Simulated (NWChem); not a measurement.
# CsCl; SMILES [Cl][Cs]

Results from NWChem. Geometry: optimised at PBE0/def2-SVP. def2 effective core potentials on Cs; no spin-orbit coupling. Gas phase, vertical.

PBE/def2-SVPD, full TDDFT puts singlet state 3 at 3.27 eV with oscillator strength 0.071.

Task: Give the wavelength, the transition dipole and the radiative lifetime of that state in vacuum.

Result: 
1. λ = 1239.84/3.27 = 379 nm, or 26370 cm⁻¹.
2. f = (2/3) ΔE μ² in atomic units, so μ = √(1.5 f/ΔE) = 0.94 a.u. = 2.39 D.
3. τ = 1.499 s cm⁻² / (f ν²) = 30 ns, for a non-degenerate state that emits at the vertical energy; a higher state like this one mostly decays faster by other paths.
